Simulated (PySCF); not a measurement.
## Orbital picture of BSe

TPSS at R = 1.748 Å; basis B aug-pcseg-1, Se aug-pcseg-1; no relativity; PySCF 2.14. State: ²Σ⁺ (doublet), unpaired electrons σ ↑. Only the outer orbitals are listed, counted within each symmetry.

```tsv
spin	orbital	occ.	ε (eV)	on B (%)	main shells (%)
α	8σ	1	-18.18	18	79 Se s, 13 B s
α	9σ	1	-10.87	45	43 B s, 39 Se p, 16 Se s
α	10σ	1	-7.41	78	46 B p, 32 B s, 24 Se p
α	4π	1	-7.31	24	74 Se p, 25 B p
α	4π	1	-7.31	24	74 Se p, 25 B p
α	5π	0	-2.69	69	68 B p, 28 Se p
α	5π	0	-2.69	69	68 B p, 28 Se p
β	8σ	1	-18.03	16	81 Se s, 11 B s
β	9σ	1	-10.23	32	53 Se p, 28 B s, 14 Se s
β	4π	1	-7.20	15	83 Se p, 16 B p
β	4π	1	-7.20	15	83 Se p, 16 B p
β	10σ	0	-4.89	91	56 B s, 34 B p, 12 Se p
β	5π	0	-1.88	74	74 B p, 19 Se p
β	5π	0	-1.88	74	74 B p, 19 Se p
```

Question: Which are the highest filled and the lowest empty level, where do they sit, and how wide is the gap?

Answer: Highest filled β 4π at -7.20 eV (in %: 83 Se p, 16 B p); lowest empty β 10σ at -4.89 eV (in %: 56 B s, 34 B p, 12 Se p); the gap at TPSS is 2.31 eV.

- bond order (Mayer): 2.18
- ⟨S²⟩: 0.767
- charge on B (Mulliken, basis-dependent): 0.32
- charge on B (Löwdin, basis-dependent): -0.25
- dipole moment (positive dipole means B(−)Se(+)): -0.43 D

Spin–orbit coupling is left out. The state was picked by a PBE0 search and need not be the measured ground state.
